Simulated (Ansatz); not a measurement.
A nudged elastic band was laid between two geometries of GaH6NO (9 atoms, charge 0, multiplicity 1).

Computed with RKS PBE0-D4/def2-SVP (Ansatz 0.2.0).

```yaml
movable_images: 5
climbing_image: yes
spring: 5.0 eV/Å²
optimiser: quadratic models (default)
start_path: through a guess of the saddle point
force_threshold: 0.03 eV/Å
iteration_limit: 60
end_points: relaxed
```

First end point:

```xyz
9
Properties=species:S:1:pos:R:3
Ga -0.001 0.067 0.203
N -0.014 0.033 2.107
H -0.761 -0.490 2.559
H 0.855 -0.204 2.581
H 1.401 0.021 -0.489
H -1.375 -0.319 -0.458
O -0.282 2.150 0.662
H -1.169 2.494 0.505
H -0.283 1.747 1.583
```

Last end point:

```xyz
9
Properties=species:S:1:pos:R:3
Ga -0.122 0.421 0.051
N 0.007 0.122 2.152
H -0.733 -0.439 2.571
H 0.905 -0.198 2.512
H 1.343 0.072 -0.415
H -1.399 -0.397 -0.389
O -0.408 2.195 0.436
H -1.091 2.624 -0.084
H -0.133 1.102 2.419
```

Question: Which bonds break or form, and what moves?

Answer: Bonds broken: O7–H9. Bonds formed: N2–H9.

Question: Give the energies along the band, and the barrier.

Answer: It converged. The highest image is number 1 of 0 to 6, 8.0 kJ/mol above the first end and 56.4 kJ/mol above the last; the last end lies 48.4 kJ/mol below the first. A vibrational analysis at the climbing image gives one clearly imaginary mode, 866i cm⁻¹: a first-order saddle point. The orbitals stay closed-shell, which can raise the energy where a bond breaks towards radicals; this wasn't checked here.

```json
{"image": "0", "path coordinate (Å)": "0.00", "energy (kJ/mol)": "0.0", "O7–H9 (Å)": "1.00", "N2–H9 (Å)": "1.81"}
{"image": "1", "path coordinate (Å)": "0.44", "energy (kJ/mol)": "8.0", "O7–H9 (Å)": "1.16", "N2–H9 (Å)": "1.37"}
{"image": "2", "path coordinate (Å)": "0.70", "energy (kJ/mol)": "-11.0", "O7–H9 (Å)": "1.43", "N2–H9 (Å)": "1.15"}
{"image": "3", "path coordinate (Å)": "0.96", "energy (kJ/mol)": "-35.2", "O7–H9 (Å)": "1.72", "N2–H9 (Å)": "1.05"}
{"image": "4", "path coordinate (Å)": "1.23", "energy (kJ/mol)": "-44.3", "O7–H9 (Å)": "1.96", "N2–H9 (Å)": "1.03"}
{"image": "5", "path coordinate (Å)": "1.49", "energy (kJ/mol)": "-47.6", "O7–H9 (Å)": "2.15", "N2–H9 (Å)": "1.03"}
{"image": "6", "path coordinate (Å)": "1.75", "energy (kJ/mol)": "-48.4", "O7–H9 (Å)": "2.28", "N2–H9 (Å)": "1.03"}
```

Question: What is the geometry of the highest image?

Answer: 
```xyz
9
Properties=species:S:1:pos:R:3
Ga -0.021 0.151 0.104
N -0.034 0.132 2.082
H -0.786 -0.362 2.558
H 0.835 -0.064 2.576
H 1.407 0.018 -0.516
H -1.380 -0.359 -0.494
O -0.273 2.068 0.709
H -1.125 2.490 0.553
H -0.252 1.426 1.679
```

Question: What are the harmonic wavenumbers there?

Answer: 866i, 374, 391, 416, 450, 528, 543, 674, 696, 740, 752, 774, 821, 1517, 1562, 1851, 1973, 2003, 3561, 3657, 3901 cm⁻¹.

Run time: 2.1 min on 2 threads of Arm Neoverse V1 (shared host), peak memory 0.18 GiB.
